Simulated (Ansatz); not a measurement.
`N[CH2][InH2]` + HI → `[InH2][I]` + CH₃NH₂ at 500 K and 1 bar (ligand exchange at the In–C bond).

Program: Ansatz. Geometries: PBE0-D4/def2-TZVP. ΔE: electronic, gas phase. CCSD(T)/CBS is the MP2 limit (def2-TZVPP, def2-QZVPP) plus CCSD(T) − MP2 in def2-TZVPP, frozen cores. Elements past krypton have def2 core potentials. For I, In outer-core shells are correlated without core-valence functions, which leaves a few kJ/mol of doubt a bond. One conformer a species, not always the lowest.

```
       species  CCSD(T)/CBS energy (Eh)  H − E (kJ/mol)  S (J/(mol·K))
`N[CH2][InH2]`               -286.12674           209.8          377.5
            HI               -298.03592            28.6          221.6
   `[InH2][I]`               -488.48444            58.0          326.8
        CH₃NH₂                -95.75281           191.8          270.3
```

H − E and S are ideal-gas, rigid-rotor, harmonic terms from PBE0-D4/def2-TZVP, for one conformer and one mirror image of each species. 1 Eh = 2625.50 kJ/mol, R = 8.31446 J/(mol·K).

Question: By hand: ΔE, ΔH, ΔS and ΔG.

Answer: ΔE = (-488.48444) + (-95.75281) − (-286.12674) − (-298.03592) = -0.07459 Eh = -195.8 kJ/mol. Δ(H − E) = 58.0 + 191.8 − 209.8 − 28.6 = 11.4, so ΔH = -184.4 kJ/mol. ΔS = 326.8 + 270.3 − 377.5 − 221.6 = -2.0 J/(mol·K). ΔG = -184.4 − 500 × (-2.0)/1000 = -183.4 kJ/mol.

Question: By hand: the equilibrium constant, and the temperature at which ΔG would vanish if ΔH and ΔS stayed fixed.

Answer: log₁₀ K = −ΔG/(RT ln 10) = 19.2. ΔG = 0 at ΔH/ΔS = 92200 K, far beyond where these terms or the molecules hold.

The number of gas molecules stays the same, so ΔS is small and ΔH decides. A doubt of 5 kJ/mol in ΔE shifts log₁₀ K by 0.5 here. Other conformers and mirror images would add mixing entropy, several J/(mol·K) or more a flexible species. These are equilibria of isolated gas molecules and say nothing of rates. Largest T1 diagnostic: 0.012 (customary marks: 0.02 for closed shells, 0.045 for open ones).
